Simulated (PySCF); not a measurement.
ZnI, SMILES [Zn][I] (connectivity only; charge and spin as stated), neutral, multiplicity 2. Atoms are numbered in the order given.

```xyz
2

Zn     0.0000     0.0000    -1.6289
I      0.0000     0.0000     0.9220
```
Charge 0, spin multiplicity 2.

Geometry: B3LYP-D3(BJ)/def2-TZVP. The multiplicity is an assumed one; other spin states were not compared. The def2 effective core potentials stand for the cores of I; spin–orbit coupling is left out.

Computed with B3LYP-D3(BJ)/def2-TZVP (PySCF).

Frequencies are harmonic and unscaled.

```tsv
mode	ν (cm⁻¹)	IR (km/mol)	moving atoms (share of kinetic energy)
1	198	13.1	Zn 66 %, I 34 %
```
